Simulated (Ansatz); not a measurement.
Compare A (`CC[C@@H]1CCC[C@H]1C`) with its isomer B (`C=C(C)C(CC)CC`).

Calculated with Ansatz (gas phase, PBE0-D4/def2-TZVP geometries, no zero-point term in ΔE). CBS: MP2 limit from def2 TZ/QZ plus the TZ coupled-cluster correction, frozen cores. Functionals use def2-TZVPP. One conformer a species, not always the lowest.

A:

Z-matrix (Å, degrees):
```
C
C 1 1.520
H 1 1.093 2 111.5
H 1 1.092 2 111.4 3 120.2
H 1 1.094 2 111.0 3 -119.8
C 2 1.518 1 113.6 3 61.4
H 2 1.095 1 109.1 3 -176.2
H 2 1.098 1 109.7 3 -60.3
C 6 1.531 2 114.9 1 178.0
C 6 1.534 2 114.3 1 -62.6
H 6 1.101 2 108.3 1 58.5
C 9 1.525 6 102.5 2 166.1
C 9 1.515 6 115.0 2 -69.5
H 9 1.100 6 107.5 2 52.0
C 10 1.543 6 106.1 2 -153.4
H 10 1.092 6 112.3 2 83.4
H 10 1.095 6 109.1 2 -34.4
H 12 1.093 9 113.0 6 -162.3
H 12 1.096 9 108.5 6 79.3
H 13 1.093 9 111.3 6 -177.6
H 13 1.093 9 112.0 6 62.2
H 13 1.095 9 110.5 6 -58.0
H 15 1.093 10 110.4 6 123.6
H 15 1.092 10 112.1 6 -117.8
```

B:

```xyz
24

C    -0.3684    1.3740   -1.6566
C    -0.5920    0.5280   -0.6558
C    -1.9834    0.1459   -0.2573
C     0.5482   -0.0827    0.1203
C     0.5857   -1.6078   -0.0101
C     0.6969   -2.1018   -1.4409
C     0.5260    0.3230    1.5968
C     0.5798    1.8224    1.8251
H     0.6399    1.6507   -1.9460
H    -1.1831    1.8176   -2.2194
H    -2.1418   -0.9332   -0.3470
H    -2.1853    0.4056    0.7864
H    -2.7229    0.6496   -0.8805
H     1.4760    0.3097   -0.3163
H     1.4373   -1.9741    0.5731
H    -0.3052   -2.0345    0.4648
H     0.7582   -3.1918   -1.4791
H     1.5911   -1.6993   -1.9254
H    -0.1617   -1.7908   -2.0405
H    -0.3665   -0.0965    2.0749
H     1.3794   -0.1554    2.0894
H     0.5993    2.0595    2.8912
H    -0.2825    2.3265    1.3830
H     1.4750    2.2555    1.3700
```

Problem. Which isomer does CCSD(T)/CBS put lower? Give the gap. (Best estimate.)

Solution. Computed: A, by 57.8 kJ/mol.

Problem. Give E(B) − E(A) in kJ/mol with CCSD(T)/def2-SVP, r2SCAN-D4, B2PLYP, ωB97M-V, BLYP-D4, CCSD/def2-TZVPP, HF/def2-TZVPP. (Estimate.)

Solution. The calculation gave: CCSD(T)/def2-SVP 62.1, r2SCAN-D4 58.1, B2PLYP 51.6, ωB97M-V 61.1, BLYP-D4 33.5, CCSD/def2-TZVPP 60.9, HF/def2-TZVPP 51.5. None reverses the order clearly.

Largest T1 diagnostic: 0.009.

From PBE to PBE0 (25 % exact exchange), in def2-TZVPP and without D4, E(B) − E(A) moves by +11.8 kJ/mol. At CCSD(T), def2-SVP lies +4.3 kJ/mol from the extrapolated value and def2-TZVPP +0.5 kJ/mol.
